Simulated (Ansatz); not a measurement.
Isomers of C2H6Si, B3LYP-D3(BJ)/def2-TZVP minima from an xTB search, which can miss the lowest.
Isomer 1, SMILES C=C[SiH3] (charge 0, multiplicity 1, Z-matrix in Å and degrees):
```
C
C 1 1.3316
H 2 1.0850 1 121.81
H 2 1.0851 3 115.94 1 -179.99
H 1 1.0881 2 117.92 3 180.00
Si 1 1.8627 5 118.43 2 180.00
H 6 1.4820 1 109.11 5 -179.96
H 6 1.4836 7 109.35 3 -121.26
H 6 1.4836 7 109.35 8 -117.52
```
Isomer 2, SMILES C[Si]C (charge 0, multiplicity 1):
```
atom    x (Å)    y (Å)    z (Å)
----  -------  -------  -------
C     -1.4032   0.2827   0.0372
Si     0.0697   0.9162   1.0662
C      1.4075  -0.2258   0.3344
H     -1.4020  -0.8022  -0.1052
H     -1.2927   0.7278  -0.9628
H     -2.3721   0.5975   0.4262
H      1.2557  -1.2122   0.7976
H      1.3127  -0.3734  -0.7458
H      2.4243   0.0895   0.5704
```

Cores are frozen in the correlated methods. MP2 and its Hartree–Fock in cc-pV(Q+d)Z are density fitted.

The values were computed with Ansatz (a quantum-chemistry and plane-wave program). Each number belongs to the level named beside it.

The energy of isomer 2 above isomer 1 is E(isomer 2) − E(isomer 1). Total energies (hartree):

```json
[
 {"level": "HF/cc-pV(T+d)Z", "isomer 2": "-368.1551439", "isomer 1": "-368.1781347"},
 {"level": "MP2/cc-pV(T+d)Z", "isomer 2": "-368.6191204", "isomer 1": "-368.6347259"},
 {"level": "HF/cc-pV(Q+d)Z", "isomer 2": "-368.1628864", "isomer 1": "-368.1868996"},
 {"level": "MP2/cc-pV(Q+d)Z", "isomer 2": "-368.6562526", "isomer 1": "-368.6729788"},
 {"level": "CCSD(T)/cc-pV(T+d)Z", "isomer 2": "-368.6830501", "isomer 1": "-368.6974483"}
]
```

Q: Work out the energy of isomer 2 above isomer 1 at the basis-set limit: extrapolate the MP2 correlation part as X⁻³, take Hartree–Fock from the larger set, and add the CCSD(T) − MP2 difference of cc-pV(T+d)Z.

A: 
1. Differences (1 hartree = 627.509 kcal/mol): HF/cc-pV(T+d)Z 14.427; MP2/cc-pV(T+d)Z 9.793; HF/cc-pV(Q+d)Z 15.069; MP2/cc-pV(Q+d)Z 10.496; CCSD(T)/cc-pV(T+d)Z 9.035.
2. Correlation parts, MP2 less HF: -4.634 in cc-pV(T+d)Z (X = 3), -4.573 in cc-pV(Q+d)Z (X = 4).
3. Limit (4³·(-4.573) − 3³·(-4.634))/(4³ − 3³) = -4.528; with HF/cc-pV(Q+d)Z it gives 10.541.
4. CCSD(T) less MP2 in cc-pV(T+d)Z: -0.758.
Result: 9.78 kcal/mol, against 9.79 at MP2/cc-pV(T+d)Z. It is an estimate of this method's limit, not of the exact value.
